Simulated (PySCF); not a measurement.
Compound: C2H3B2F2N.
Cartesian coordinates in Å at the PBE0-D3(BJ)/def2-SVP level; atoms count from 1:
```
atom  x, y, z in Å
N1     2.1459    0.2259    0.5535
B2     1.0732   -0.6501    0.4556
C3    -0.3624   -0.1250    0.3209
C4    -1.5165    0.2740    0.2246
B5    -2.9506    0.7697    0.1349
F6    -3.5385    0.9933   -1.0237
F7    -3.6546    0.9998    1.2242
H8     3.1004   -0.0940    0.6479
H9     2.0454    1.2329    0.5418
H10    1.2723   -1.8414    0.4805
```

The closed-shell ground state was solved at several levels (PySCF, density fitting, gas phase, non-relativistic).

| level | basis functions | total energy (Eh) | HOMO (eV) | LUMO (eV) | gap (eV) | dipole (D) |
| --- | --- | --- | --- | --- | --- | --- |
| B3LYP/pcJ-1 | 219 | -382.3140 | -8.01 | -1.51 | 6.50 | 3.71 |
| PBE0/pcSseg-1 | 134 | -381.8355 | -8.28 | -1.32 | 6.96 | 3.69 |
| wB97X-D/pcSseg-2 | 294 | -382.3266 | -10.13 | 0.49 | 10.62 | 3.50 |

(1) Estimate the row for B3LYP/def2-SVPD, a basis of 170 functions; the other rows only guide the guess.

(2) Over all these levels, which gives the widest orbital gap and which the narrowest?

(3) How far do the dipole and the HOMO energy spread over the levels?

Results:

(1) Total energy -382.0356 Eh, HOMO -8.09 eV, LUMO -1.61 eV, gap 6.48 eV, dipole 3.59 D.

(2) wB97X-D/pcSseg-2 (range-separated hybrid) has the widest, 10.62 eV, and B3LYP/def2-SVPD (global hybrid, 20 % exact exchange) the narrowest, 6.48 eV. Functional and basis both differ between the two, so the spread mixes both effects.

(3) The dipole runs from 3.50 to 3.71 D (mean 3.62 D) and the HOMO from -10.13 to -8.01 eV.

wB97X-D is run here without its empirical dispersion term; that term would change no orbital, density or response property at a fixed geometry.
